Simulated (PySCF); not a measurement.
Species: C$_{2}$H$_{7}$O$_{2}$Si (charge 0, doublet). It need not be the lowest isomer of its formula. SMILES: O([SiH]OC)C
Structure (B3LYP-D3(BJ)/def2-TZVP (Ansatz) minimum search):
```xyz
12

Si    -0.0188     0.3986     0.3504
O     -1.2539    -0.5834    -0.1057
C     -2.6326    -0.2829     0.0412
O      1.3225    -0.3377    -0.2466
C      2.6274     0.2191    -0.2478
H     -0.1835     1.7521    -0.2959
H     -3.1977    -1.0420    -0.4986
H     -2.9319    -0.3034     1.0926
H     -2.8761     0.6989    -0.3768
H      3.2661    -0.4321    -0.8436
H      2.6359     1.2198    -0.6910
H      3.0336     0.2779     0.7656
```
Charge 0, spin multiplicity 2.

Dispersion corrections to the total energy (kcal/mol) from the dftd3 and dftd4 libraries through PySCF: D3(BJ) without and D4 with the three-body term, each with the damping fitted for the functional named.

```tsv
functional	D3(BJ)	D4
PW6B95	-2.57	-4.40
TPSS	-6.29	-6.86
revPBE	-12.63	-16.59
r2SCAN	-1.40	-1.27
BLYP	…	-11.30
PBE0	…	-4.27
HSE06	…	-3.96
```

Task: Some entries are withheld; supply them.

Result: 
- BLYP, D3(BJ): -10.66
- PBE0, D3(BJ): -4.32
- HSE06, D3(BJ): -3.32
